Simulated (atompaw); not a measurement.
# Yb: one change to a PAW (atompaw) potential, before and after

- Element: Yb (Z = 70)
- Generator: atompaw 4.2.0.5
- Type: PAW
- Functional: PBE
- Relativity: scalar-relativistic
- Frozen core: [Kr] 4d10
- Valence charge: 24
- Reference configuration: 4f14 5s2 5p6 5d0 6s2 6p0
- Partial waves: 5s (bound): rc 2.20 bohr; 6s (bound): rc 2.30 bohr; 5p (bound): rc 1.70 bohr; 6p (bound, empty): rc 3.00 bohr; 5d (bound, empty): rc 3.00 bohr; 5d channel at 3.8 Ry: rc 3.00 bohr; 4f (bound): rc 0.65 bohr; 4f channel at 1.35 Ry: rc 0.65 bohr
- Local potential: troulliermartins scheme with l = 4 at 1 Ry, radius 2.10 bohr
- Core correction: smooth core density matched at 1.65 bohr
- Augmentation charge: besselshape compensation charge, radius 2.55 bohr; PAW radius 3.00 bohr; waves and projectors: custom rrkj gramschmidtortho

All-electron outer shells of the reference configuration (PBE, scalar-relativistic, ld1.x):

| shell | level (eV) | outermost node (bohr) | outermost maximum (bohr) |
| --- | --- | --- | --- |
| 4p | -338.25 | 0.26 | 0.48 |
| 4d | -177.93 | 0.24 | 0.49 |
| 5s | -54.92 | 0.58 | 1.07 |
| 5p | -27.42 | 0.62 | 1.24 |
| 6s | -3.92 | 1.47 | 3.28 |
| 4f | -3.01 | – | 0.49 |
| 6p | -1.11 | 1.81 | 4.66 |
| 5d | -0.67 | 0.70 | 2.12 |

Change: wave 5d channel at 3.8 Ry: rc 3.00 bohr becomes 5d channel at 0.7 Ry: rc 3.00 bohr.

Cutoffs: the cutoffs (Ry, on a coarse ladder) from which the occupation-weighted sum of valence levels, in a spherical-Bessel basis at the reference potential, stays within 10 and 1 mRy of its value at 400 Ry; they do not see the model core or the augmentation charge, which bear on the density cutoff.

What does the change do?

A bound ghost appears in d, which as a rule spoils a file; the range in which the d phases agree narrows (upper end at the end of the scan → 2.2).

```csv
quantity,base,changed
"cutoff, loose",over 300 Ry,over 300 Ry
"cutoff, tight",over 300 Ry,over 300 Ry
bound ghosts,none,d
s: phases at 3.00 bohr within 0.05 rad from the reference energy up to (Ry; the scan ends near 5),4.5,4.5
p: phases at 3.00 bohr within 0.05 rad from the reference energy up to (Ry; the scan ends near 5),0.6,0.6
d: phases at 3.00 bohr within 0.05 rad from the reference energy up to (Ry; the scan ends near 5),to the end of the scan,2.2
f: phases at 3.00 bohr within 0.05 rad from the reference energy up to (Ry; the scan ends near 5),n/a,n/a
lowest overlap eigenvalue by channel,"s 0.08, p 0.46, d 0.79, f 0.99","s 0.08, p 0.46, d 0.98, f 0.99"
```

 A true bound ghost makes a file unfit for plane-wave use even where its test errors are small: the radial tests pick states by their node count and pass the ghost by. The cutoffs see the waves, projectors and local potential, not the compensation charge or the core.
